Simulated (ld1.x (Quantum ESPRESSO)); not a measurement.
**Reading a pseudo-wave (Al (Z = 13))**

Columns: radius, all-electron u(r) and pseudo u(r) of the 3s shell (level -8.27 eV) of aluminium in the configuration [Ne] 3s1.5 3p1.5; LDA (PZ), scalar-relativistic, TM scheme, ld1.x (Quantum ESPRESSO) 7.5.

```json
{"r (bohr)": "0.123", "all-electron": "0.0828", "pseudo": "0.0304"}
{"r (bohr)": "0.245", "all-electron": "-0.1669", "pseudo": "0.0615"}
{"r (bohr)": "0.368", "all-electron": "-0.2956", "pseudo": "0.0946"}
{"r (bohr)": "0.490", "all-electron": "-0.2896", "pseudo": "0.1303"}
{"r (bohr)": "0.613", "all-electron": "-0.2009", "pseudo": "0.1701"}
{"r (bohr)": "0.735", "all-electron": "-0.0745", "pseudo": "0.2140"}
{"r (bohr)": "0.858", "all-electron": "0.0635", "pseudo": "0.2634"}
{"r (bohr)": "0.980", "all-electron": "0.1950", "pseudo": "0.3174"}
{"r (bohr)": "1.103", "all-electron": "0.3137", "pseudo": "0.3761"}
{"r (bohr)": "1.225", "all-electron": "0.4141", "pseudo": "0.4366"}
{"r (bohr)": "1.348", "all-electron": "0.4971", "pseudo": "0.4971"}
{"r (bohr)": "1.470", "all-electron": "0.5618", "pseudo": "0.5530"}
{"r (bohr)": "1.593", "all-electron": "0.6107", "pseudo": "0.6014"}
{"r (bohr)": "1.715", "all-electron": "0.6449", "pseudo": "0.6385"}
{"r (bohr)": "1.838", "all-electron": "0.6667", "pseudo": "0.6636"}
{"r (bohr)": "1.960", "all-electron": "0.6775", "pseudo": "0.6765"}
{"r (bohr)": "2.083", "all-electron": "0.6792", "pseudo": "0.6791"}
{"r (bohr)": "2.205", "all-electron": "0.6734", "pseudo": "0.6734"}
{"r (bohr)": "2.328", "all-electron": "0.6615", "pseudo": "0.6615"}
{"r (bohr)": "2.450", "all-electron": "0.6448", "pseudo": "0.6448"}
{"r (bohr)": "2.573", "all-electron": "0.6243", "pseudo": "0.6243"}
{"r (bohr)": "2.695", "all-electron": "0.6011", "pseudo": "0.6011"}
{"r (bohr)": "2.818", "all-electron": "0.5757", "pseudo": "0.5757"}
{"r (bohr)": "2.940", "all-electron": "0.5492", "pseudo": "0.5492"}
{"r (bohr)": "3.063", "all-electron": "0.5217", "pseudo": "0.5217"}
{"r (bohr)": "3.185", "all-electron": "0.4941", "pseudo": "0.4941"}
```

Question: How many radial nodes do the two functions have?

Answer: The all-electron 3s function has n − l − 1 = 2; the pseudo-wave has 0, since the states of the same l below it are removed with the core.

Question: At about which radius was the pseudo-wave matched?

Answer: 2.30 bohr. The columns agree to 0.0005 from 2.08 bohr on; several derivatives are matched, so the curves merge somewhat inside the radius.

Question: Is the pseudo-wave norm-conserving?

Answer: Yes: the TM scheme keeps the norm inside the radius equal to the all-electron one, which fixes the energy derivative of the logarithmic derivative at the level.
